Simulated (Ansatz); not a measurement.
`B[SiH](F)[SiH2][SiH3]`, charge 0, multiplicity 1.

(1) Give a relaxed structure at PBE0-D4/def2-TZVP (Ansatz). (Estimate.)

Answers

(1) Computed: 
Z-matrix (Å, degrees):
```
Si
F 1 1.613
Si 1 2.358 2 108.1
B 1 1.988 2 114.2 3 -117.8
H 1 1.491 2 107.0 3 117.9
Si 3 2.338 1 109.7 2 -66.5
H 3 1.490 1 110.1 2 55.9
H 3 1.490 1 107.7 2 174.2
H 4 1.197 1 117.9 2 -174.3
H 4 1.194 1 123.8 2 10.3
H 6 1.487 3 111.8 1 -176.7
H 6 1.489 3 108.5 1 -56.7
H 6 1.486 3 110.1 1 61.9
```
This is one stationary point; other conformers may exist.
